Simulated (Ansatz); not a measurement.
`F[CH]1[CH2][Al]1[SiH3]` + `[SiH3][TeH]` → `F[CH]1[CH2][AlH]1` + `[SiH3][SiH2][TeH]`  (redistribution)

Gas-phase electronic energies from Ansatz, PBE0-D4/def2-TZVP geometries. CCSD(T)/CBS adds triple-zeta CCSD(T) − MP2 to the extrapolated MP2 energy (def2 sets, frozen cores). Functionals use def2-TZVPP. B3LYP here is the variant with VWN-RPA as its local correlation; programs differ in this. Elements past krypton have def2 core potentials. For Te outer-core shells are correlated without core-valence functions, which leaves a few kJ/mol of doubt a bond.

```json
{"level": "PBE-D4", "ΔE (kcal/mol)": "3.1", "difference from CCSD(T)/CBS": "0.7"}
{"level": "r2SCAN-D4", "ΔE (kcal/mol)": "3.2", "difference from CCSD(T)/CBS": "0.8"}
{"level": "PBE0-D4", "ΔE (kcal/mol)": "2.9", "difference from CCSD(T)/CBS": "0.5"}
{"level": "B3LYP-D4", "ΔE (kcal/mol)": "2.5", "difference from CCSD(T)/CBS": "0.1"}
{"level": "ωB97X-V", "ΔE (kcal/mol)": "2.5", "difference from CCSD(T)/CBS": "0.1"}
{"level": "ωB97M-V", "ΔE (kcal/mol)": "2.3", "difference from CCSD(T)/CBS": "-0.1"}
{"level": "B2PLYP", "ΔE (kcal/mol)": "3.5", "difference from CCSD(T)/CBS": "1.1"}
{"level": "PBE", "ΔE (kcal/mol)": "4.0", "difference from CCSD(T)/CBS": "1.6"}
{"level": "r2SCAN", "ΔE (kcal/mol)": "3.4", "difference from CCSD(T)/CBS": "1.0"}
{"level": "PBE0", "ΔE (kcal/mol)": "3.7", "difference from CCSD(T)/CBS": "1.3"}
{"level": "B3LYP", "ΔE (kcal/mol)": "4.0", "difference from CCSD(T)/CBS": "1.6"}
{"level": "HF/def2-TZVPP", "ΔE (kcal/mol)": "3.7", "difference from CCSD(T)/CBS": "1.3"}
{"level": "MP2/def2-TZVPP", "ΔE (kcal/mol)": "2.5", "difference from CCSD(T)/CBS": "0.1"}
{"level": "SCS-MP2/def2-TZVPP", "ΔE (kcal/mol)": "2.9", "difference from CCSD(T)/CBS": "0.5"}
{"level": "CCSD/def2-TZVPP", "ΔE (kcal/mol)": "3.3", "difference from CCSD(T)/CBS": "0.9"}
{"level": "CCSD(T)/def2-TZVPP", "ΔE (kcal/mol)": "3.3", "difference from CCSD(T)/CBS": "0.9"}
{"level": "HF/def2-QZVPP", "ΔE (kcal/mol)": "3.7", "difference from CCSD(T)/CBS": "1.3"}
{"level": "MP2/def2-QZVPP", "ΔE (kcal/mol)": "2.0", "difference from CCSD(T)/CBS": "-0.4"}
{"level": "SCS-MP2/def2-QZVPP", "ΔE (kcal/mol)": "2.4", "difference from CCSD(T)/CBS": "0.0"}
{"level": "HF/CBS(def2)", "ΔE (kcal/mol)": "3.7", "difference from CCSD(T)/CBS": "1.3"}
{"level": "MP2/CBS(def2)", "ΔE (kcal/mol)": "1.6", "difference from CCSD(T)/CBS": "-0.8"}
{"level": "CCSD/CBS(def2)", "ΔE (kcal/mol)": "2.4", "difference from CCSD(T)/CBS": "0.0"}
{"level": "CCSD(T)/CBS", "ΔE (kcal/mol)": "2.4", "difference from CCSD(T)/CBS": "0"}
```

Largest T1 diagnostic among the species: 0.014.

The D4 term adds −1.5 kcal/mol with B3LYP and −0.8 kcal/mol with PBE0; it sums over pairs of atoms, weighted by their polarisabilities, and B3LYP, whose exchange is more repulsive, gets the larger term.
